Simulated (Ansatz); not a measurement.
`C#C[SiH](C)OC` + orthosilicic acid → `CO[SiH](C)O[Si](O)(O)O` + acetylene  (ligand exchange at the Si–C bond)

Program: Ansatz. Geometries: PBE0-D4/def2-TZVP. ΔE: electronic, gas phase. CBS: MP2 limit from def2 TZ/QZ plus the TZ coupled-cluster correction, frozen cores. This one scheme is used for every species. Functionals use def2-TZVPP. HSE06 is defined as in plane-wave codes. Each species was taken in one conformer, which may not be the lowest.

```tsv
level	ΔE (eV)
BHLYP-D4	-1.00
ωB97M-V	-0.90
revPBE	-0.68
HSE06	-0.77
HF/def2-SVP	-0.95
MP2/def2-SVP	-0.85
CCSD/def2-SVP	-0.90
CCSD/CBS(def2)	-0.92
```

Task: What does CCSD(T)/CBS give? (An estimate is asked.)

Result: The calculation gave: -0.89 eV. The listed levels differ from it by -0.11, -0.01, 0.21, 0.12, -0.06, 0.04, -0.01, -0.03 eV.

Largest T1 diagnostic among the species: 0.013.

From BLYP to BHLYP (50 % exact exchange), in def2-TZVPP and without D4, ΔE moves by −0.13 eV. Leaving LDA and LC-ωPBE aside and taking each functional with its dispersion term where it has one, the values, not all of them listed here, spread over 0.24 eV, from BHLYP-D4 to revPBE-D4. LDA lies −0.08 eV from PBE without D4.
